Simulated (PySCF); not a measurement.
## Ionisation energy of As¹⁴⁺ by level of theory

As¹⁴⁺ [Ar] 3d1 [3d3/2^1, M_J = 3/2] → As¹⁵⁺ [Ar], as a difference of total energies. All numbers are calculated (PySCF 2.14, the two-component X2C-1e Hamiltonian, in an even-tempered Gaussian basis (17 s from 1.2 bohr⁻², ratio 2.8; 12 p from 1.5 bohr⁻², ratio 2.8; 8 d from 1.5 bohr⁻², ratio 2.8; 4 f from 4.5 bohr⁻², ratio 3)). Correlated levels: [Ne] frozen; the 76 highest virtual spinors dropped. "Screened" scales the spin-orbit matrix elements by Boettger's factors to mimic the two-electron term; Breit and QED terms are absent.

```json
{"method": "GHF (spin-free)", "ionisation energy (eV)": "460.04"}
{"method": "GMP2 (spin-free)", "ionisation energy (eV)": "460.22"}
{"method": "GHF (screened spin-orbit)", "ionisation energy (eV)": "460.72"}
{"method": "GMP2 (screened spin-orbit)", "ionisation energy (eV)": "460.92"}
```

Breit and QED terms and the two-electron picture change are absent.

The spin-free rows lack the spin-orbit shift.

For comparison: 460 ± 3 eV (theoretical estimate listed by NIST; NIST Atomic Spectra Database, ionization energies).
